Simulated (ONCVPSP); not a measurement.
**Which setting gave this result? (Re, ONCV)**

Base potential:

ONCVPSP 4.0.1 input, shortened (lines: element, Z, core and valence counts, functional; n l f; lmax; l rc ep ncon nbas qcut; lloc lpopt rc5 dvloc0; l nproj debl; icmod fcfact rcfact), LDA (Perdew-Wang 92), scalar-relativistic:

```
  Re 75.00   11    4  -001012      upf
    1    0    2.00
    2    0    2.00
    2    1    6.00
    3    0    2.00
    3    1    6.00
    3    2   10.00
    4    0    2.00
    4    1    6.00
    4    2   10.00
    4    3   14.00
    5    0    2.00
    5    1    6.00
    5    2    5.00
    6    0    1.75
    6    1    0.25
    2
    0    2.55    0.00    4    7    2.50
    1    2.20    0.00    4    7    6.30
    2    1.60    0.00    4    8    5.80
    4    5    1.50    0.00
    0    2    1.60
    1    2    0.40
    2    1    0.30
    3    2.25    1.45
```

Cutoffs, loose and tight: the cutoffs (Ha) at which the residual kinetic energy of the hardest occupied pseudo-wave falls to 1 and 0.1 mHa per electron. They do not see the model core or the augmentation charge, which bear on the density cutoff. Test errors are all-electron minus pseudo excitation energies from the reference, over the configurations 5p6 5d5 6s2 6p0; 5p6 5d5 6s1 6p0; 5p6 5d5 6s0 6p0; 5p6 5d5 6s0 6p1; variants that change the core or the reference have their own tests.

Only the rcfact is moved:

```
rcfact  cutoff, loose  cutoff, tight  bound ghosts  largest test error (meV)  median size of the test errors
     1          15 Ha          20 Ha             s                       -24                        13.7 meV
  1.12          15 Ha          20 Ha             s                       -24                        13.8 meV
  1.22          15 Ha          20 Ha             s                       -25                        13.9 meV
  1.38          15 Ha          20 Ha             s                       -25                        14.2 meV
  1.54          15 Ha          20 Ha             s                       -27                        14.8 meV
  1.78          15 Ha          20 Ha             s                       -37                        18.4 meV
  1.88          15 Ha          20 Ha             s                       -48                        21.9 meV
  2.06          15 Ha          20 Ha             s                       -87                        32.7 meV
```

Q: One more run gave cutoff, loose: 15 Ha; cutoff, tight: 20 Ha; bound ghosts: s; largest test error (meV): -28; median size of the test errors: 15.2 meV. Which value of the rcfact was used?

A: 1.6. The median size of the test errors moves one way along this sweep, from 13.7 meV at 1 to 32.7 meV at 2.06, which places the run between 1.54 and 1.78.
